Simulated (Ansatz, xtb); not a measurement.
Isomers of C7H9N in order of energy

3 gas-phase structures of C7H9N, from a drawn sample of its isomers (lower ones may exist). Each was relaxed with GFN2-xTB; where two conformers were screened, the lower at r2SCAN-D4/def2-SVP//GFN2-xTB is listed:

A. `C=C[C@@H]1CC[C@H]1C#N`, a singlet
B. `C=C[C@@H]1CC[C@@H]1C#N`, a singlet
C. `C=CC1(C#N)CCC1`, a singlet

Q: Which do you expect lowest at r2SCAN-D4/def2-SVP//GFN2-xTB, and how would the others follow?

A: Calculated order at r2SCAN-D4/def2-SVP//GFN2-xTB: A (0.0), B (5.0), C (13.3) kJ/mol.

Energies above the lowest of each column, in kJ/mol; the last columns are at r2SCAN-D4/def2-SVP geometries:

```csv
structure,GFN2-xTB,HF/STO-3G,r2SCAN-D4/def2-SVP//GFN2-xTB,r2SCAN-D4/def2-SVP,CCSD(T)/def2-SVP + ΔMP2/def2-TZVPP
A,0.0,0.0,0.0,0.0,0.0
B,3.0,4.9,5.0,3.8,2.9
C,4.3,12.7,13.3,11.5,7.0
```

Every level run on A puts it lowest or level with the lowest. Flexible structures stand in one conformer each, not always the lowest. ΔMP2 is the change of the MP2 energy from the smaller to the larger basis.

Programs: Ansatz 0.2.0, xtb 6.7.1.
